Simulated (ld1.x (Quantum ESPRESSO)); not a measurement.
**u(r) = r·R(r): atom against pseudo-atom (aluminium (Al))**

Columns: radius, all-electron u(r) and pseudo u(r) of the 3s shell (level -7.95 eV) of aluminium in the configuration [Ne] 3s1.75 3p1.25; PBE, non-relativistic, RRKJ scheme, ld1.x (Quantum ESPRESSO) 7.5.

```tsv
r (bohr)	all-electron	pseudo
0.143	0.0403	0.0275
0.285	-0.2186	0.0568
0.428	-0.2972	0.0905
0.570	-0.2314	0.1302
0.713	-0.0959	0.1787
0.855	0.0586	0.2368
0.998	0.2076	0.3052
1.140	0.3369	0.3805
1.283	0.4439	0.4582
1.425	0.5270	0.5299
1.568	0.5896	0.5898
1.710	0.6333	0.6334
1.853	0.6610	0.6610
1.995	0.6743	0.6743
2.138	0.6758	0.6758
2.280	0.6676	0.6676
2.423	0.6517	0.6517
2.565	0.6301	0.6301
2.708	0.6040	0.6040
2.850	0.5752	0.5752
2.992	0.5444	0.5444
3.135	0.5124	0.5124
3.278	0.4801	0.4801
3.420	0.4483	0.4483
3.563	0.4169	0.4169
3.705	0.3867	0.3867
```

(1) How many radial nodes do the two functions have?

(2) At about which radius was the pseudo-wave matched?

(3) Is the pseudo-wave norm-conserving?

Results:

(1) The all-electron 3s function has n − l − 1 = 2; the pseudo-wave has 0, since the states of the same l below it are removed with the core.

(2) 1.80 bohr. The columns agree to 0.0005 from 1.57 bohr on; several derivatives are matched, so the curves merge somewhat inside the radius.

(3) Yes: the RRKJ scheme keeps the norm inside the radius equal to the all-electron one, which fixes the energy derivative of the logarithmic derivative at the level.
